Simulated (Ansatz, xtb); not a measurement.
**Isomers of C6H9NO in order of energy**

6 gas-phase structures of C6H9NO, from a drawn sample of its isomers (lower ones may exist). Each was relaxed with GFN2-xTB; where two conformers were screened, the lower at r2SCAN-D4/def2-SVP//GFN2-xTB is listed:

A. `C#C[C@@H]1CCO[C@H]1N`, a singlet
B. `C#C[C@@H]1COC[C@H]1N`, a singlet
C. `C#C[C@@]1(N)CCOC1`, a singlet
D. `C#C[C@@H]1CO[C@H](N)C1`, a singlet
E. `C#C[C@@H]1CO[C@@H](N)C1`, a singlet
F. `C#C[C@@H]1CCO[C@@H]1N`, a singlet

Problem. Make a reasoned guess at their ranking by r2SCAN-D4/def2-SVP//GFN2-xTB single-point energy.

Solution. Calculated order at r2SCAN-D4/def2-SVP//GFN2-xTB: D (0.0), A (0.9), E (0.9), F (1.0), C (8.6), B (8.6) kcal/mol. Less than 1 kcal/mol parts D and A; A and E; E and F; C and B, so the order within those pairs means little.

Energies above the lowest of each column, in kcal/mol; the last columns are at r2SCAN-D4/def2-SVP geometries and were run for some of them only (a dash: not run or not comparable):

```tsv
structure	GFN2-xTB	HF/STO-3G	r2SCAN-D4/def2-SVP//GFN2-xTB	r2SCAN-D4/def2-SVP	CCSD(T)/def2-SVP + ΔMP2/def2-TZVPP
D	0.0	0.0	0.0	0.0	0.0
A	0.1	1.2	0.9	1.2	0.8
E	0.6	0.8	0.9	0.8	0.5
F	3.2	2.4	1.0	1.4	0.7
C	5.8	6.0	8.6	7.6	6.6
B	5.6	5.8	8.6	–	–
```

Every level run on D puts it lowest or level with the lowest. CCSD(T)/def2-SVP + ΔMP2/def2-TZVPP orders those it was run on as D (0.0), E (0.5), F (0.7), A (0.8), C (6.6) kcal/mol. Less than 1 kcal/mol parts D and E; E and F; F and A, so the order within those pairs means little. Some further structures that were screened fall inside this span and aren't listed. Flexible structures stand in one conformer each, not always the lowest. Frequencies (GFN2-xTB) were run for A, C, E, F alone. ΔMP2 is the change of the MP2 energy from the smaller to the larger basis.

Over these structures GFN2-xTB departs from r2SCAN-D4/def2-SVP//GFN2-xTB by 1.4 kcal/mol on average once a common shift is removed. A GFN2-xTB relaxation took about 0.27 s and the r2SCAN-D4/def2-SVP//GFN2-xTB energy about 3.5 s on a shared host (Ansatz 0.2.0, xtb 6.7.1).
